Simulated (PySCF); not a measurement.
Compound: 2-ethoxy-2-oxo-1,3,2-dioxaphospholane, C₄H₉O₄P.
Bonds: C1–C2, C2–O3, O3–P4, P4–O5 (double), P4–O6, O6–C7, C7–C8, C8–O9, P4–O9. Hydrogens: H10, H11, H12 on C1; H13, H14 on C2; H15, H16 on C7; H17, H18 on C8.

The same species was optimised twice, with GFN2-xTB and with PBE0-D3(BJ)/def2-SVP (PySCF), and the same property calculations (PySCF, gas phase) were run on both structures.

| coordinate | GFN2-xTB | PBE0-D3(BJ)/def2-SVP | change |
| --- | --- | --- | --- |
| P4=O5 (Å) | 1.450 | 1.471 | +0.021 |
| C7–C8 (Å) | 1.547 | 1.529 | -0.018 |
| P4–O9 (Å) | 1.605 | 1.623 | +0.018 |
| C2–O3 (Å) | 1.422 | 1.433 | +0.011 |
| O6–C7 (Å) | 1.409 | 1.418 | +0.009 |
| C1–C2 (Å) | 1.518 | 1.509 | -0.009 |
| C8–O9 (Å) | 1.410 | 1.418 | +0.008 |
| O3–P4 (Å) | 1.605 | 1.600 | -0.005 |
| P4–O6 (Å) | 1.623 | 1.623 | 0.000 |
| C2–O3–P4 (°) | 117.0 | 120.6 | +3.6 |
| O3–P4–O9 (°) | 101.9 | 105.2 | +3.3 |
| O3–P4–O6 (°) | 105.3 | 102.7 | -2.6 |
| O5–P4–O6 (°) | 116.7 | 119.2 | +2.5 |
| O5–P4–O9 (°) | 118.9 | 116.5 | -2.4 |
| O6–C7–C8 (°) | 107.2 | 105.4 | -1.8 |
| C7–C8–O9 (°) | 106.6 | 105.1 | -1.5 |
| P4–O9–C8 (°) | 109.6 | 110.9 | +1.3 |
| C1–C2–O3–P4 (°) | 73 | 84 | +11 |
| C2–O3–P4–O5 (°) | 28 | -1 | -29 |

Rotational constants: A = 2548, B = 1140, C = 1052 MHz (GFN2-xTB) against A = 2993, B = 969.4, C = 958.5 MHz (PBE0-D3(BJ)/def2-SVP). Point groups within 0.08 Å: C1 and C1.

On the GFN2-xTB structure: HOMO (eV) -8.29 [PBE0/pcSseg-1]; LUMO (eV) 1.02 [PBE0/pcSseg-1]; dipole (D) 4.34 [PBE0/pcSseg-1]; GIAO shielding of C1 (ppm) 167.0 [PBE0/pcSseg-1]; GIAO shielding of C2 (ppm) 121.6 [PBE0/pcSseg-1]; GIAO shielding of O3 (ppm) 221.3 [PBE0/pcSseg-1]; GIAO shielding of P4 (ppm) 300.4 [PBE0/pcSseg-1]; GIAO shielding of O5 (ppm) 206.3 [PBE0/pcSseg-1]; GIAO shielding of O6/O9 (mean) (ppm) 246.4 [PBE0/pcSseg-1]; GIAO shielding of C7/C8 (mean) (ppm) 122.1 [PBE0/pcSseg-1].

Problem. What do these properties become on the PBE0-D3(BJ)/def2-SVP structure?

Solution. 
| property | level | on GFN2-xTB | on PBE0-D3(BJ)/def2-SVP | change |
| --- | --- | --- | --- | --- |
| HOMO (eV) | PBE0/pcSseg-1 | -8.29 | -8.26 | +0.03 |
| LUMO (eV) | PBE0/pcSseg-1 | 1.02 | 1.11 | +0.09 |
| dipole (D) | PBE0/pcSseg-1 | 4.34 | 3.68 | -0.66 |
| energy, GFN2-xTB geometry as zero (kcal/mol) | PBE0/pcSseg-1 | 0.0 | -2.3 | -2.3 |
| GIAO shielding of C1 (ppm) | PBE0/pcSseg-1 | 167.0 | 165.6 | -1.4 |
| GIAO shielding of C2 (ppm) | PBE0/pcSseg-1 | 121.6 | 118.7 | -2.9 |
| GIAO shielding of O3 (ppm) | PBE0/pcSseg-1 | 221.3 | 217.5 | -3.8 |
| GIAO shielding of P4 (ppm) | PBE0/pcSseg-1 | 300.4 | 295.7 | -4.7 |
| GIAO shielding of O5 (ppm) | PBE0/pcSseg-1 | 206.3 | 189.9 | -16.4 |
| GIAO shielding of O6/O9 (mean) (ppm) | PBE0/pcSseg-1 | 246.4 | 238.5 | -7.9 |
| GIAO shielding of C7/C8 (mean) (ppm) | PBE0/pcSseg-1 | 122.1 | 117.8 | -4.3 |

The heavy atoms differ by 0.318 Å rms after alignment. Among bonds between heavy atoms P4=O5 changes most (+0.021 Å). Changes are differences of the printed values. Neither structure is proved a minimum here.
